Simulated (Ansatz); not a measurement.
Ideal-gas functions of FGaH2O2, SMILES `[OH][Ga]([OH])[F]` at 400 K and 1 bar, from an Ansatz frequency run at PBE0-D4/def2-TZVP.

Molar mass 122.73 g/mol, point group Cs (symmetry number 1), electronic degeneracy 1, moments of inertia 82.559, 85.55, 168.109 u Å². Harmonic wavenumbers (cm⁻¹, unscaled): 167, 185, 202, 330, 354, 664, 725, 754, 856, 879, 3894, 3895.

Use S(trans) = R[1.5 ln M + 2.5 ln T − 1.1517]; rotational temperatures θ = 24.2544 K / I; S(rot) = R[ln(√π/σ · √(T³/θAθBθC)) + 1.5]; for each mode x = 1.438777 ν̃/T, S = R[x/(eˣ − 1) − ln(1 − e⁻ˣ)] and H = RT x/(eˣ − 1); 1 cm⁻¹ = 0.0119627 kJ/mol; R = 8.31446 J/(mol·K).

Problem. By hand: the entropy, in J/(mol·K).

Solution. Translation 175.0. Rotation: θ = 0.2938, 0.2835, 0.1443 K, giving 110.3. Vibration, mode by mode: 12.68, 11.85, 11.15, 7.36, 6.85, 2.81, 2.36, 2.17, 1.63, 1.52, 0.00, 0.00, in all 60.4. Electronic 0.0. Sum 345.7 J/(mol·K).

Problem. By hand: H − E and G − E in kJ/mol, counted from the electronic energy.

Solution. Zero-point energy ½ × 12905 × 0.0119627 = 77.2; thermal vibration 13.5; translation, rotation and pV give 4 RT = 13.3. H − E = 104.0 kJ/mol, and G − E = 104.0 − 400 × 345.7/1000 = -34.3 kJ/mol.

Vibration gives 17 % of the entropy. The sum counts one conformer and one mirror image; others add a mixing term.
